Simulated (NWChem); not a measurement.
System: C$_{3}$H$_{7}$O, doublet; SMILES OC[CH]C

Program: NWChem. Pople sets run with spherical d functions. Spin-unrestricted. No stability test was run on the SCF state. Level UHF/6-31G*: optimisations from one semi-empirical or force-field start; each run changes one setting, and all end within 0.3 mHa of each other. One conformer.

```tsv
setting	optimisation steps
redundant internal coordinates, default thresholds	24
loose thresholds	11
trust radius 0.05	31
symmetry off	23
```
